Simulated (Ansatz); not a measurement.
Species: C₃H₂N₃, net charge -1, singlet state. It need not be the lowest isomer of its formula. Whether it binds its extra electron was not tested at this geometry. 
Geometry from a B3LYP-D3(BJ)/def2-TZVP (Ansatz, an electronic-structure program) optimisation:
```
N
C 1 1.3384
N 2 1.3185 1 127.38
C 1 1.3384 2 111.49 3 0.00
N 4 1.3185 1 127.38 2 0.00
H 2 1.0952 3 117.23 5 180.00
H 4 1.0952 5 117.23 3 -180.00
C 3 1.3960 2 119.31 6 180.00
```
Charge -1, spin multiplicity 1.

Total electronic energies in hartree. Cores are frozen in the correlated levels unless marked. Spin-orbit coupling is left out. Non-relativistic unless marked X2C. Basis-set limits of correlation are two-point, X^-3; Hartree-Fock from the larger set. The bracket is a focal-point correction in the basis named.

```
level                                                                 program  energy (Eh)
-------------------------------------------------------------  --------------  -----------
HF/cc-pV5Z                                                             Ansatz   -278.16871
PBE-D4/def2-TZVPD                                              Ansatz + dftd4   -279.52501
BLYP-D4/def2-TZVPD                                             Ansatz + dftd4   -279.78885
PBE0/6-31G*                                                            Ansatz   -279.39387
PBE0/def2-TZVPD                                                        Ansatz   -279.51418
wB97M-V/def2-TZVPD                                                     Ansatz   -279.75912
PBE-QIDH/def2-TZVPD                                                    Ansatz   (withheld)
RI-MP2/aug-cc-pVTZ                                                     Ansatz   -279.22188
CCSD/STO-3G                                                            Ansatz   -274.75151
CCSD/aug-cc-pVTZ                                                       Ansatz   -279.22379
CCSD/cc-pwCVTZ                                                         Ansatz   -279.21179
X2C-CCSD(T)/cc-pVTZ-DK                                                 Ansatz   -279.38691
RI-MP2/CBS(aug-cc-pVTZ,aug-cc-pVQZ)+[CCSD(T)-MP2]/aug-cc-pVTZ          Ansatz    -279.4071
RI-MP2/CBS(aug-cc-pVTZ,aug-cc-pVQZ)+[CCSD(T)-MP2]/aug-cc-pVQZ          Ansatz    -279.3992
CCSD(T)/CBS(aug-cc-pVTZ,aug-cc-pVQZ)                                   Ansatz    -279.3938
```

Task: Some entries are withheld; supply them.

Result: 
- PBE-QIDH/def2-TZVPD, energy (Eh): -279.46260
